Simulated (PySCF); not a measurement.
UHF on Kr²⁺ (krypton, charge +2)

Configuration: [Ar] 3d10 4s2 4p4, high-spin 3P determinant. Calculation: PySCF 2.14, in x2c-SVPall (5s4p3d, 32 functions); scalar relativity by spin-free X2C-1e.

```
Total energy                                                  : -2786.343666 hartree
One-electron energy                                           : -3842.9735 hartree
Hartree (Coulomb) energy                                      : 1151.5064 hartree
Exchange energy                                               : -94.8765 hartree
⟨S²⟩                                                          : 2.0057
⟨L²⟩                                                          : 2.017
Sum of ⟨r⟩                                                    : 21.32 bohr
Sum of ⟨r²⟩                                                   : 26.38 bohr²
Traceless quadrupole moment −½Σ⟨3z² − r²⟩ along its main axis : -1.55 e·bohr²
Langevin diamagnetic susceptibility                           : -20.9 ×10⁻⁶ cm³/mol
Time after the integrals                                      : 0.09 s of wall time on 1 thread of Neoverse-V1 (shared host)
```

```
shell  electrons  mean orbital energy (eV)  spread (eV)  rms radius, mean of both spins (bohr)
 1s α          1                  -14427.6            0                                 0.0478
 1s β          1                  -14427.3            0                                 0.0478
 2s α          1                   -1985.6            0                                  0.199
 2s β          1                   -1985.4            0                                  0.199
 2p α          3                   -1753.9        0.296                                  0.177
 2p β          3                   -1753.5        0.122                                  0.177
 3s α          1                   -331.08            0                                  0.565
 3s β          1                   -330.44            0                                  0.565
 3p α          3                   -254.77        0.914                                  0.581
 3p β          3                   -253.91        0.083                                  0.581
 3d α          5                   -127.70        0.841                                  0.611
 3d β          5                   -127.26        0.461                                  0.611
 4s α          1                   -57.590            0                                   1.62
 4s β          1                   -50.782            0                                   1.62
 4p α          3                   -37.925        2.128                                   1.90
 4p β          1                   -35.070            0                                   1.90
```

Densities and radii are taken from the X2C orbitals without a picture-change correction, which distorts them close to the nucleus.
